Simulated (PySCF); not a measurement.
Electrostatic solvation of a mixed set.

Computed with PySCF at B3LYP/def2-SVPD, non-relativistic, each on one gas-phase PBE0-D3(BJ)/def2-SVP geometry that isn't relaxed in the solvent. The solvent is an IEF-PCM continuum (cavity from Bondi-type radii × 1.2). The model holds no explicit solvent molecules, cavitation or dispersion.

Task: Order them by E(solvent) − E(gas) in acetonitrile (ε = 35.69), most negative first (kJ/mol).
A. `[CH3:1][CH2:2][C@@H:3]1[CH2:4][CH2:5][CH2:6][AlH:7]1` with C1–C2–C3–C4 72°, C2–C3–C4–C5 -167°, C3–C4–C5–C6 53°, C4–C5–C6–Al7 -37°, C5–C6–Al7–C3 13°
B. `[CH3:1][C@@H:2]1[CH2:3][CH:4]=[CH:5][C:6](=[O:7])[CH2:8]1` with C1–C2–C3–C4 -173°, C2–C3–C4–C5 21°, C4–C5–C6–O7 -178°, C5–C6–C8–C2 -33°
C. `[CH3:1][CH2:2][O:3][CH2:4][CH2:5][CH:6]=[O:7]` with C1–C2–O3–C4 -179°, C2–O3–C4–C5 180°, O3–C4–C5–C6 179°, C4–C5–C6–O7 0° (3-ethoxypropionaldehyde)

Result: B (-27.9), C (-25.9), A (-12.8).

```
                SMILES  charge  ΔE (kJ/mol)  polarisation term (kJ/mol)  HOMO shift (eV)  dipole gas (D)  dipole solvent (D)  atoms  lowest singlet, gas (eV)  lowest singlet, solvent (eV)
   C[C@@H]1CC=CC(=O)C1       0        -27.9                       -35.4            -0.22            4.14                5.75     18                      3.62                          3.87
              CCOCCC=O       0        -25.9                       -30.7            +0.10            1.85                2.26     17                      4.36                          4.48
CC[C@@H]1CC[CH2][AlH]1       0        -12.8                       -14.9            +0.23            0.23                0.17     20                      4.21                          4.43
```

The polarisation term is half the interaction of the solute with the induced surface charges. Singlets are vertical TDDFT energies (frozen core, non-equilibrium response), the lowest in each medium.
